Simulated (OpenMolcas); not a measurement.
## Ionisation energies of tantalum

```json
{"Program": "OpenMolcas 26.06", "Basis": "ANO-RCC-VTZP [8s7p5d3f2g1h]", "Scalar Hamiltonian": "DKH2, point nucleus", "Spin-orbit coupling": "state interaction with AMFI integrals over the reference wave functions, term energies averaged over their components"}
```

Active shells in each charge state: the valence d, s shells, with orbitals averaged over the low states. Where CASPT2's correlated closed shells are named, they are those of the first ion.

A. CASSCF
B. SS-CASPT2, IPEA 0.25 Eh, imaginary shift 0.1 Eh (closed shells correlated: 5s 5p)
C. SS-CASPT2, IPEA 0 Eh, imaginary shift 0.1 Eh (closed shells correlated: 5s 5p)
D. SS-CASPT2, IPEA 0.25 Eh, imaginary shift 0.1 Eh (closed shells correlated: 4f 5s 5p)

Energies in eV between the lowest computed levels, named as in B; reference values from the NIST Atomic Spectra Database with their kind.

```tsv
From	To	A	B	C	D	Spin-orbit share in B	Reference
Ta 5d3 6s2 4F 3/2	Ta+ 5d3 6s 5F1	6.022	7.349	7.475	7.486	+0.083	7.550 (measured)
Ta+ 5d3 6s 5F1	Ta2+ 5d3 4F 3/2	13.977	14.788	14.894	14.999	-0.226	16.200 (semi-empirical)
```

Error against the reference values, in %:

```
From       Reference      A     B     C     D
  Ta        measured  -20.2  -2.7  -1.0  -0.8
 Ta+  semi-empirical  -13.7  -8.7  -8.1  -7.4
```

Absolute error against the one measured value: A 1.53 eV, B 0.20 eV, C 0.07 eV, D 0.06 eV.

The lowest level within the active space need not be the ion's true ground level.
